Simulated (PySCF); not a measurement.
Gas-phase reaction: 2 WOCl4 + 3 Cl2 = 2 WCl6 + 2 ClO

Energies from PySCF, thermal terms from the rigid-rotor harmonic-oscillator model, ideal gas at 1 bar. † marks an energy on the PBE0/def2-TZVP geometry and frequencies; other levels use their own. Open shells (unrestricted): ClO (multiplicity 2, electronic degeneracy 4); the rest are closed-shell singlets. Spin-orbit splitting is ignored; it lowers the true energy and changes the entropy of ClO. B3LYP is the form with VWN-RPA correlation. W: scalar-relativistic def2 core potential, no spin-orbit coupling. The harmonic model lacks anharmonicity and excited electronic states, which grow with temperature; levels with a mode under 35 cm⁻¹ are left out. Soft modes under 120 cm⁻¹ make the harmonic entropy rough for WOCl4, WCl6.

ΔH° and ΔS° at 298 K: B3LYP/def2-TZVP† 408 kJ, -154 J/K; M06-2X/def2-TZVP† 464 kJ, -154 J/K; PBE/def2-SVP 329 kJ, -159 J/K.

Q: With the heat capacities included, give log10 K (1 bar) at 500, 600, 800, 1000, 1600 K from B3LYP/def2-TZVP†, M06-2X/def2-TZVP†, PBE/def2-SVP.

A: 
```csv
T (K),B3LYP/def2-TZVP†,M06-2X/def2-TZVP†,PBE/def2-SVP
500,-50.5,-56.4,-42.6
600,-43.4,-48.2,-36.8
800,-34.3,-38.0,-29.5
1000,-28.9,-31.8,-25.1
1600,-20.6,-22.4,-18.3
```
